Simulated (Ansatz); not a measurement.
CH4N2OSi, relaxed with RKS PBE-D4/def2-SVP in the Gaussian-basis code of Ansatz from a rough embedded geometry. The force threshold is 0.03 eV/Å; the program also tests the step.

The species carries charge 0 and has multiplicity 1.

Start:

```xyz
9

N    -0.937   -0.926   -0.993
Si   -0.732    0.236    0.188
N     0.788    0.855   -0.202
C     1.320    0.403    0.801
O     0.236   -0.232    1.423
H    -1.132   -0.540   -1.838
H    -0.024   -1.413   -1.107
H    -1.741    1.236    0.392
H     2.223    0.379    1.335
```

(1) How much energy does the relaxation release, and in how many steps? (An estimate is asked.)

(2) Which bonds change most? (Best estimate.)

(3) Give the relaxed structure. (Best estimate.)

Answers

(1) Computed: 2.09 eV, in 13 steps, 2 of them rejected.

(2) The calculation gave: Si2–O5 from 1.637 to 1.804 Å; Si2–N3 from 1.687 to 1.790 Å; N3–C4 from 1.222 to 1.300 Å; N1–H6 from 0.948 to 1.020 Å.

(3) Ansatz gave: 
```xyz
9

N    -0.878   -0.810   -1.247
Si   -0.438    0.320   -0.051
N     1.202    1.033   -0.110
C     1.327    0.480    1.060
O     0.268   -0.267    1.501
H    -1.848   -1.042   -1.461
H    -0.208   -1.450   -1.677
H    -1.623    1.182    0.237
H     2.198    0.555    1.747
```
